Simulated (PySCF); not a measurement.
All values below come from PBE-D3(BJ)/def2-TZVP (PySCF). Gas-phase values, no solvent. One relaxed conformer stands for a flexible species; it need not be the lowest. 

Reference species (SMILES): `[C](=O)S` (O–C–S–H torsion 180°) (neutral, multiplicity 2).

The highest occupied spin orbital is -5.10 eV.

Changed species: `CC(=O)[S]` (radical fragment; the reference has radical fragment).

Give the shifts of the highest occupied spin orbital.

the highest occupied spin orbital drops by 1.30 eV, to -6.40 eV.
